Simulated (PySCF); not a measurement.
Species: `FC(F)(F)OC=C1CCC1`. The columns A, B, C and D hold Mulliken, IAO, Hirshfeld and ESP-fitted charges (e) of one PBE0/pcSseg-1 density (PySCF), in a shuffled order. Coordinates in Å (GFN2-xTB); the density's dipole moment is (-3.00, 0.15, -1.07) D.

```tsv
atom	x	y	z	A	B	C	D
F1	3.695	-0.214	1.729	-0.205	-0.241	-0.093	-0.267
C2	3.008	-0.284	0.596	+0.720	+0.946	+0.310	+0.951
F3	3.411	0.749	-0.172	-0.209	-0.278	-0.109	-0.295
F4	3.436	-1.385	-0.054	-0.203	-0.280	-0.107	-0.296
O5	1.720	-0.284	0.854	-0.230	-0.435	-0.119	-0.322
C6	0.875	-0.323	-0.280	-0.358	+0.197	-0.004	-0.009
C7	-0.408	-0.050	-0.164	+0.293	-0.380	-0.006	-0.005
C8	-1.534	-0.023	-1.157	-0.194	-0.114	-0.066	-0.273
C9	-2.481	0.400	-0.016	-0.082	-0.242	-0.064	-0.262
C10	-1.302	0.344	0.974	-0.210	-0.107	-0.068	-0.275
H11	1.356	-0.597	-1.207	+0.208	+0.120	+0.050	+0.160
H12	-1.757	-0.988	-1.608	+0.081	+0.139	+0.047	+0.151
H13	-1.410	0.710	-1.952	+0.075	+0.139	+0.047	+0.151
H14	-2.914	1.389	-0.142	+0.063	+0.127	+0.043	+0.142
H15	-3.277	-0.310	0.193	+0.061	+0.126	+0.043	+0.142
H16	-1.038	1.291	1.442	+0.096	+0.141	+0.048	+0.154
H17	-1.386	-0.412	1.752	+0.095	+0.141	+0.048	+0.154
```

Question: Which column most likely holds the ESP-fitted charges?

Answer: A. Σ q r misses the density's dipole by 0.06 D (A), 0.86 D (D), 0.91 D (C), 1.23 D (B). Charges fitted to the outside potential are the only set here that is tied to the molecule's multipoles.

Question: And the Hirshfeld charges?

Answer: C. The mean sizes are 0.075 e (C), 0.199 e (A), 0.236 e (D), 0.244 e (B), and Hirshfeld charges are commonly the smallest of these schemes.

As computed, A = ESP-fitted, B = Mulliken, C = Hirshfeld, D = IAO. Hydrogens on carbon: ESP-fitted +0.06 to +0.21, Mulliken +0.12 to +0.14, Hirshfeld +0.04 to +0.05, IAO +0.14 to +0.16 e.

The ESP scheme is a least-squares fit of atom-centred charges to the potential on four shells outside the van der Waals surface, with the total charge fixed. The IAO scheme projects the occupied orbitals on a minimal set of polarised atomic orbitals and counts the electrons in each atom's part of it.

Isolated species at its GFN2-xTB geometry (one conformer only).

The values belong to the conformer `[F:1][C:2]([F:3])([F:4])[O:5][CH:6]=[C:7]1[CH2:8][CH2:9][CH2:10]1`: F1–C2–O5–C6 179°, C2–O5–C6–C7 -166°.
